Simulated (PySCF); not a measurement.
**`C1C[C@@H](N2CC2)[SiH2]1`: 4 charge schemes on one density**

C5H11NSi.
Atom-mapped SMILES: `[CH2:1]1[CH2:2][C@@H:3]([N:4]2[CH2:5][CH2:6]2)[SiH2:7]1` (hydrogens: H8, H9 on C1; H10, H11 on C2; H12 on C3; H13, H14 on C5; H15, H16 on C6; H17, H18 on Si7)

Geometry (GFN2-xTB, Å), atoms numbered from 1 in this order:
```xyz
18
C5H11NSi angstrom
C      2.2202   -0.1629   -0.1100
C      1.2565    0.3960    0.9545
C      0.0091   -0.4550    0.6439
N     -1.2338    0.2485    0.8037
C     -2.3411   -0.0924   -0.0438
C     -1.6443    1.2032   -0.1887
Si     0.7873   -1.0086   -1.0463
H      2.9329   -0.8641    0.3201
H      2.7937    0.6034   -0.6265
H      1.0353    1.4471    0.7702
H      1.6145    0.3014    1.9790
H     -0.0433   -1.3105    1.3279
H     -2.1818   -0.8395   -0.8179
H     -3.3075   -0.1361    0.4394
H     -2.1026    2.1030    0.1988
H     -1.0238    1.3526   -1.0662
H      0.8511   -2.4506   -1.2757
H      0.3689   -0.3291   -2.2743
```

Density: PBE0/pcSseg-1 (PySCF); schemes: Mulliken, IAO, Hirshfeld and ESP-fitted. The structure is a single GFN2-xTB conformer in the gas phase; no vibrational or solvent corrections.

Task: What partial charge does each atom carry?

Result: In e; atoms taken as equivalent share a row and are averaged (×n: the atom named and its like, n in all):

```json
{"atom": "C1", "environment": "sp3 carbon bound to silicon", "Mulliken": "-0.516", "IAO": "-0.539", "Hirshfeld": "-0.164", "ESP-fitted": "-0.345"}
{"atom": "C2", "environment": "four-membered-ring carbon", "Mulliken": "-0.158", "IAO": "-0.257", "Hirshfeld": "-0.075", "ESP-fitted": "-0.143"}
{"atom": "C3", "environment": "sp3 carbon bound to nitrogen", "Mulliken": "-0.276", "IAO": "-0.256", "Hirshfeld": "-0.061", "ESP-fitted": "+0.145"}
{"atom": "N4", "environment": "tertiary amine nitrogen", "Mulliken": "-0.435", "IAO": "-0.258", "Hirshfeld": "-0.124", "ESP-fitted": "-0.409"}
{"atom": "C5/C6", "environment": "sp3 carbon bound to nitrogen", "Mulliken": "-0.107", "IAO": "-0.192", "Hirshfeld": "-0.052", "ESP-fitted": "-0.231"}
{"atom": "Si7", "environment": "SiH2 silicon", "Mulliken": "+0.558", "IAO": "+0.647", "Hirshfeld": "+0.321", "ESP-fitted": "+0.353"}
{"atom": "H8", "environment": "methylene hydrogen", "Mulliken": "+0.142", "IAO": "+0.147", "Hirshfeld": "+0.036", "ESP-fitted": "+0.105"}
{"atom": "H9", "environment": "methylene hydrogen", "Mulliken": "+0.141", "IAO": "+0.147", "Hirshfeld": "+0.035", "ESP-fitted": "+0.092"}
{"atom": "H10", "environment": "methylene hydrogen", "Mulliken": "+0.123", "IAO": "+0.140", "Hirshfeld": "+0.039", "ESP-fitted": "+0.119"}
{"atom": "H11", "environment": "methylene hydrogen", "Mulliken": "+0.130", "IAO": "+0.139", "Hirshfeld": "+0.039", "ESP-fitted": "+0.057"}
{"atom": "H12", "environment": "methine hydrogen", "Mulliken": "+0.139", "IAO": "+0.147", "Hirshfeld": "+0.037", "ESP-fitted": "+0.073"}
{"atom": "H13/H15", "environment": "methylene hydrogen", "Mulliken": "+0.126", "IAO": "+0.139", "Hirshfeld": "+0.044", "ESP-fitted": "+0.149"}
{"atom": "H14/H16", "environment": "methylene hydrogen", "Mulliken": "+0.128", "IAO": "+0.141", "Hirshfeld": "+0.044", "ESP-fitted": "+0.157"}
{"atom": "H17", "environment": "Si–H hydrogen", "Mulliken": "-0.071", "IAO": "-0.117", "Hirshfeld": "-0.080", "ESP-fitted": "-0.114"}
{"atom": "H18", "environment": "Si–H hydrogen", "Mulliken": "-0.070", "IAO": "-0.117", "Hirshfeld": "-0.076", "ESP-fitted": "-0.085"}
```

Mean size of the charges over all atoms: IAO 0.214 e, Mulliken 0.193 e, ESP-fitted 0.173 e, Hirshfeld 0.076 e. Each set sums to the total charge, 0, to within 0.001 e. The Hirshfeld scheme divides the density at each point in proportion to the densities of the neutral, spherically averaged free atoms.

Some averages cover members that differ in this geometry: C5/C6, ESP-fitted -0.316 to -0.145; H13/H15, ESP-fitted +0.104 to +0.193; H13/H15, IAO +0.126 to +0.152 e.

Lowest charge. The schemes don't all agree: Mulliken C1 (-0.516); IAO C1 (-0.539); Hirshfeld C1 (-0.164); ESP-fitted N4 (-0.409).

Highest charge. All schemes agree: Mulliken Si7 (+0.558); IAO Si7 (+0.647); Hirshfeld Si7 (+0.321); ESP-fitted Si7 (+0.353).

Task: How many electrons does the ESP-fitted scheme count on C5?

Result: Its own charge is -0.145 e, so Z − q = 6.145.

Task: Sum the charges by element, for elements with more than one atom.

Result: 
```json
{"element": "C", "atoms": "5", "Mulliken": "-1.164", "IAO": "-1.434", "Hirshfeld": "-0.403", "ESP-fitted": "-0.804"}
{"element": "H", "atoms": "11", "Mulliken": "+1.041", "IAO": "+1.046", "Hirshfeld": "+0.206", "ESP-fitted": "+0.859"}
```

Task: How closely do the schemes follow one another over all atoms?

Result: Correlation coefficient and root-mean-square difference: Mulliken with IAO 0.97, 0.062 e; IAO with Hirshfeld 0.96, 0.162 e; Mulliken with Hirshfeld 0.94, 0.151 e; IAO with ESP-fitted 0.84, 0.141 e; Mulliken with ESP-fitted 0.84, 0.132 e; Hirshfeld with ESP-fitted 0.83, 0.131 e.

The run behind these numbers computed NMR shieldings as well. Time: 58 s of wall time (with the writing of density and orbital grids); peak memory 0.82 GiB. Hardware: Arm Neoverse N1, one thread (shared host).
